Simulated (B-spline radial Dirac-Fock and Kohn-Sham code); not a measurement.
## Satellites and hypersatellites of the K lines of Te¹²⁺

System: the Te¹²⁺ ion in the configuration [Kr] 4d4.

Input file task.json (cfg lists n, l and occupation; rrms is the nuclear radius in fm):

```json
{"items": [{
  "Z": 52,
  "q": 12,
  "cfg": [[1, 0, 2], [2, 0, 2], [2, 1, 6], [3, 0, 2], [3, 1, 6], [3, 2, 10], [4, 0, 2], [4, 1, 6], [4, 2, 4]],
  "A": 130,
  "rrms": 4.7423,
  "do": ["binding", "quiet", "double"]
}]}
```

Run with: `python xray_run.py task.json out`

The computed values come from a radial atomic solver: relaxed Dirac-Fock hole states (ΔSCF) with Breit and QED corrections and a finite nucleus. Each two-hole energy is an average over J within one jj subconfiguration, not an observable level; in light atoms, where LS coupling holds, the j-resolved values are not observed lines, and for a K spectator the Kα1 hypersatellite is nearly forbidden. Electron correlation is not included.

Lines without a spectator: Kα2 (K-L2) 27199.2 eV, Kα1 (K-L3) 27470.2 eV, Kβ3 (K-M2) 30948.1 eV, Kβ1 (K-M3) 31000.2 eV. Shifts in eV with one spectator hole (a dash: not computed, or left out as unreliable):

```
spectator hole    Kα2     Kα1     Kβ3     Kβ1
    L2 (2p1/2)  +68.0   +86.2       –  +181.8
    L3 (2p3/2)  +65.1   +65.8  +159.1       –
    M2 (3p1/2)      –  +10.61  +24.58  +29.46
    M3 (3p3/2)  +7.66       –  +24.86  +24.41
    M4 (3d3/2)  +1.73   -1.05       –       –
    M5 (3d5/2)  -1.65   +0.50       –       –
```

Question: Where does the K-L3 hypersatellite lie, emitted when both K electrons are missing?

Answer: +626.9 eV from the normal line, at 28097.1 eV. Removing both K electrons costs 65030.9 eV, which is 862.4 eV more than twice the K binding energy.

With n spectator holes in 2p, averaged over the 2p shell (energies in eV):

| n | KαLⁿ | step | hypersatellite KαʰLⁿ |
| --- | --- | --- | --- |
| 0 | 27379.8 | – | 27999.7 |
| 1 | 27451.0 | +71.2 | 28072.4 |
| 2 | 27523.6 | +72.5 | 28146.5 |
| 3 | 27597.5 | +73.9 | 28222.0 |
| 4 | 27672.8 | +75.3 | 28298.8 |
| 5 | 27749.4 | +76.6 | 28376.9 |
